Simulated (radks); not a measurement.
Values are calculated unless marked as measured or tabulated.
Question: Coherent X-ray form factor from a spherical all-electron density. Code: a radial shooting solver on a logarithmic mesh with Libxc functionals. Model: non-relativistic Kohn-Sham, TPSS, spin-polarised, spherical densities, point nucleus; meta-GGA in the generalised Kohn-Sham scheme.

sin(theta)/lambda (1/angstrom),f0 (electrons)
0.05,38.736
0.1,37.966
0.15,36.755
0.2,35.199
0.25,33.412
0.3,31.507
0.4,27.729
0.5,24.411
0.6,21.732
0.8,17.898
1,15.049
1.25,11.975
1.5,9.466
2,6.483

The species is in the configuration that NIST lists as its ground one. Which atom or ion scatters so?

Answer: The silver ion Ag8+, [Kr] 4d3. Extrapolating in s^2 from the first two rows gives f0(0) = 39.0, near the electron count 39; among species with that count, the fall with angle is slower the higher Z, and the table is that of Z = 47; from so few rows the species is fixed only to a neighbour or two.
